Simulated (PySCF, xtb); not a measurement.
CuI, SMILES [Cu][I], multiplicity 1.

Harmonic wavenumbers (cm⁻¹) from GFN2-xTB in xtb 6.7.1 at its own minimum, in rising order: 257.

Task: What does PBE0-D3(BJ)/def2-TZVP run with PySCF give at its own minimum? (The exact figures need the calculation; the answer reports its results.)

Result: 254. Paired by order, the mean absolute difference is 4 cm⁻¹ and the zero-point energies are 0.4 and 0.4 kcal/mol.
